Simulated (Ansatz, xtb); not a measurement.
## GeH8N2Si2: which of two structures lies lower

We compare X, `[SiH3][NH][Ge][NH][SiH3]`, a singlet, with Y, a singlet given by its coordinates. Both are isolated molecules in the gas phase, relaxed with PBE0-D4/def2-SVP; the shapes shown needn't be the lowest conformers.

X (Å):

```xyz
13

Ge    0.2223   -0.8554    1.3441
N    -0.4340   -0.1700   -0.2379
N    -0.1721   -2.6483    1.0652
Si   -0.4082    1.5125   -0.6954
Si   -0.9459   -3.5651   -0.2000
H     0.2199    2.2595    0.4354
H     0.3869    1.7492   -1.9417
H    -1.7830    2.0543   -0.9356
H    -0.8210   -0.8187   -0.9232
H     0.1116   -3.2073    1.8680
H    -2.3885   -3.8593    0.0735
H    -0.8812   -2.7796   -1.4714
H    -0.2448   -4.8694   -0.4103
```

Y (Å):

```xyz
13

Ge   -2.4062   -1.9319   -1.5435
N    -0.6202   -0.6277   -1.4719
N     0.4143   -2.6613    0.0699
Si    0.8776   -1.5930   -1.1757
Si   -1.2426   -3.3207    0.1430
H    -0.6165   -0.1300   -2.3626
H    -0.8178    0.0508   -0.7358
H     1.1665   -2.1540   -2.5290
H     2.0146   -0.7189   -0.7584
H     1.1166   -2.9895    0.7266
H    -1.6824   -3.2572    1.5791
H    -1.2058   -4.7885   -0.1820
H    -3.0252   -1.0252   -0.3834
```

Close contacts (Å): Ge1–N2 2.21, Ge1–Si5 2.48, N2–Si4 1.81, N3–Si4 1.71, N3–Si5 1.78, Ge1–H13 1.60, N2–H6 1.02, N2–H7 1.02, N3–H10 1.02, Si4–H8 1.49, Si4–H9 1.49, Si5–H11 1.50, Si5–H12 1.50.

Energies in hartree; the thermal terms are from GFN2-xTB frequencies at re-optimised GFN2-xTB minima (ideal gas, soft modes damped towards free rotors, one conformer each, 298.15 K, 1 atm) and include the zero-point energy:

|  | X | Y |
| --- | --- | --- |
| E, CCSD(T)/def2-SVP | −2767.159381 | −2767.158282 |
| E, MP2/def2-SVP | −2767.080660 | −2767.079126 |
| E, MP2/def2-TZVPP | −2767.849856 | −2767.849101 |
| zero-point energy | 0.077122 | 0.080836 |
| H(298 K) − E | 0.088289 | 0.090709 |
| G(298 K) − E | 0.040439 | 0.046935 |

Question: Correct the CCSD(T) difference for the basis set by the MP2 change, then work out ΔE, ΔE₀, ΔH and ΔG for X → Y in kJ/mol (1 Eh = 2625.50 kJ/mol) and the equilibrium ratio [Y]/[X].

Answer: 1. Differences Y − X: CCSD(T) +0.001099, MP2 in the small set +0.001534, MP2 in the large set +0.000755 Eh.
2. ΔE = +0.001099 + (+0.000755 − (+0.001534)) = +0.000320 Eh = +0.84 kJ/mol.
3. ΔE₀ = ΔE + ΔZPE = +0.000320 + (+0.003714) Eh = +10.59 kJ/mol.
4. ΔH = ΔE + (+0.002420) Eh = +7.19 kJ/mol.
5. ΔG = ΔE + (+0.006496) Eh = +17.90 kJ/mol, so ΔS = (ΔH − ΔG)/T = −35.9 J/(mol K).
6. kT = 0.9442 mEh, so K = [Y]/[X] = exp(−ΔG/kT) = exp(−7.22) ≈ 7.3 × 10^−4.

The sums favour X, but ΔE leans on the basis-set step (CCSD(T) alone has the other sign or is under 1 kcal/mol), so the order isn't settled. An error of 4 kJ/mol in ΔG would change K by a factor of 5. Mirror images and further conformers aren't counted.

Other levels gave ΔE = +78.4 (GFN2-xTB); +56.9 (HF/STO-3G, GFN2-xTB geometries); −4.0 (r2SCAN-D4/def2-SVP, GFN2-xTB geometries); −24.0 (PBE0-D4/def2-SVP); +14.5 (HF/def2-SVP); +4.0 (MP2/def2-SVP); +2.9 (CCSD(T)/def2-SVP) kJ/mol. The correlated steps freeze 21 core orbitals; the filled d shell of Ge is correlated, in a basis made for valence electrons. Programs: Ansatz 0.2.0, xtb 6.7.1.
